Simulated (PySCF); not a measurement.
**Exercise with solution: oscillator strength and radiative lifetime**

C₃H₁₀Si₃, SMILES C=C1[SiH2][SiH2][C@H]1[SiH3].

The structure is a stationary point at B3LYP-D3(BJ)/def2-SVP. The structure was generated by enumeration; whether it is a known compound was not checked.

TDA-LC-ωPBE/def2-SVPD run with PySCF puts the first singlet state with f over 0.02 at 6.01 eV (vertical), with the transition dipole (-0.237, 0.129, 0.459) in atomic units.

### Question
Find the oscillator strength, the wavelength and the radiative lifetime that this transition would have in vacuum if emission retraced absorption.

### Answer

|μ|² = 0.2835 au, so |μ| = 1.35 D. ΔE = 6.01/27.211 = 0.2209 hartree. f = (2/3) ΔE |μ|² = 0.042 (the program prints 0.042).
λ = 1239.84/6.01 = 206 nm; ν = 48474 cm⁻¹.
Einstein's coefficient A = 0.6670 ν² f s⁻¹ (ν in cm⁻¹) = 6.5e7 s⁻¹, so τ = 1/A = 15 ns. This state is S1. The figure is the radiative limit of this one transition; relaxation, internal conversion, crossing to triplets and a medium change what is measured.
